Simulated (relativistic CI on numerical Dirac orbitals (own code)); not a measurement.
V²⁺ in a cubic cluster: 2p photoemission with charge transfer

Computed with a charge-transfer multiplet model of a cubic metal-ligand cluster with up to one ligand hole, Slater and spin-orbit integrals from Dirac-Coulomb-Breit ions, Slater integrals scaled by 0.7. The ground state mixes d3 with configurations of k ligand holes L, whose averages lie at kΔ + k(k − 1)U_dd/2; a core hole lowers each added d electron by U_cd. 20 K, Lorentzian 0.6 eV and Gaussian 0.8 eV FWHM.

Atomic integrals in eV (Slater integrals scaled, ζ unscaled), ground: F2dd 6.242, F4dd 3.880, zeta_d 0.019; with the core hole: F2dd 7.631, F4dd 4.784, zeta_d 0.036, zeta_core 4.610, F2cd 4.267, G1cd 3.142, G3cd 1.783.

Cluster parameters (eV): Δ = 5, U_dd = 5.9, U_cd = 6.9, 10Dq(ligand) = 0.4, V(eg) = 1.8, V(t2g) = -0.8, final-state hopping factor = 1.

| Case | n_d | d3 | d4L | S |
| --- | --- | --- | --- | --- |
| 10Dq = 0.15 eV | 3.24 | 0.76 | 0.24 | 1.50 |
| 10Dq = 1.05 eV | 3.22 | 0.78 | 0.22 | 1.50 |
| 10Dq = 1.35 eV | 3.22 | 0.78 | 0.22 | 1.50 |

Weights, n_d and S are thermal averages at 20 K. Binding energies count from the first peak over 30 % of the highest in each spectrum, which can be another peak from case to case. The parameters are a model scan and need not match a compound or its usual spin state. Peaks in eV (height, largest 100):
- 10Dq = 0.15 eV: 0.0 (100), 3.3 (23), 8.1 (70), 16.2 (10)
- 10Dq = 1.05 eV: 0.0 (100), 3.7 (19), 8.1 (74), 15.9 (11)
- 10Dq = 1.35 eV: 0.0 (100), 3.9 (17), 8.1 (74), 16.0 (11)

For the case 10Dq = 1.05 eV, Δ = 5 eV is smaller than U_dd = 5.9 eV, the charge-transfer side of the Zaanen-Sawatzky-Allen scheme. With the core hole the average of the configuration with one ligand hole lies at Δ − U_cd = -1.9 eV before mixing: the effective hopping of about 3.8 eV (from the holes of the mixed ground state) is comparable with this gap or larger, so the configurations mix strongly.

With at most 1 ligand hole the space is cut while the next configuration still counts, so covalency is underestimated, and a final configuration with one more ligand hole, which can lie low, is missing from the spectra.
